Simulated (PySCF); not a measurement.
A structure optimised at PBE0-D3(BJ)/def2-SVP, used in a PySCF frequency run:

```
C
H 1 1.1023
H 1 1.1042 2 106.99
B 1 1.5881 2 113.13 3 121.60
O 4 1.3590 1 123.19 2 8.69
H 5 0.9597 4 112.97 1 -2.07
O 4 1.3613 5 115.24 6 179.85
H 7 0.9601 4 113.59 5 179.93
Si 1 1.8679 2 108.44 3 -114.78
H 9 1.4896 1 111.31 2 -65.67
H 9 1.4927 10 109.48 1 122.20
Cl 9 2.0753 10 107.80 11 116.47
```
Charge 0, spin multiplicity 1.

**Question.** Write its SMILES and formula.

**Answer.** OB(O)C[SiH2]Cl, CH6BClO2Si

**Question.** What are its rotational constants (standard atomic weights)?

**Answer.** 6.2861, 0.87888, 0.82613 GHz
